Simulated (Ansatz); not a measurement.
Frontier orbitals of H5InO4Si (`O[Si](O)(O)[O][InH2]`).

| atom | x (Å) | y (Å) | z (Å) |
| --- | --- | --- | --- |
| O1 | 0.788 | 0.726 | -0.583 |
| Si2 | 0.286 | -0.691 | 0.194 |
| O3 | 1.297 | -1.149 | 1.394 |
| O4 | 0.424 | -1.837 | -0.959 |
| O5 | -1.152 | -0.219 | 0.683 |
| In6 | -1.427 | 1.637 | -0.209 |
| H7 | 1.406 | 0.657 | -1.314 |
| H8 | 1.090 | -0.795 | 2.261 |
| H9 | 0.629 | -2.723 | -0.658 |
| H10 | -1.166 | 2.885 | 0.927 |
| H11 | -2.175 | 1.508 | -1.737 |

The species carries charge 0 and has multiplicity 1. Correlated methods include outer-core shells of In, which these sets cover unevenly. In takes the def2 core potential. The geometry is a stationary point of PBE0-D4/def2-TZVP. It is one conformer, not always the lowest. Basis def2-TZVPP, the Gaussian-basis code of Ansatz.

```csv
functional,HOMO (eV),LUMO (eV)
BLYP,-6.41,-1.52
```

(1) Give HOMO and LUMO (eV) with LDA (SPW92), PBE, revPBE, r2SCAN, B97M-V, PBE0, B3LYP, r2SCANh, r2SCAN0, HSE06 (plane-wave form), BHLYP, CAM-B3LYP, LC-ωPBE, ωB97X-V, ωB97M-V, HF. (An estimate is asked.)

## Answers

(1) Computed: 
| functional | HOMO | LUMO |
| --- | --- | --- |
| LDA (SPW92) | -6.68 | -1.80 |
| PBE | -6.52 | -1.55 |
| revPBE | -6.45 | -1.45 |
| r2SCAN | -6.85 | -1.17 |
| B97M-V | -6.95 | -1.51 |
| PBE0 | -7.96 | -0.84 |
| B3LYP | -7.74 | -1.11 |
| r2SCANh | -7.40 | -0.93 |
| r2SCAN0 | -8.19 | -0.59 |
| HSE06 (plane-wave form) | -7.56 | -1.19 |
| BHLYP | -9.26 | -0.25 |
| CAM-B3LYP | -9.37 | -0.10 |
| LC-ωPBE | -10.71 | 0.97 |
| ωB97X-V | -10.37 | 0.84 |
| ωB97M-V | -10.23 | 0.46 |
| HF | -11.17 | 1.34 |

B3LYP here is the variant with VWN-RPA as its local correlation; programs differ in this. LC-ωPBE has ω = 0.4 bohr⁻¹. Positive LUMOs are unbound and depend on the basis.
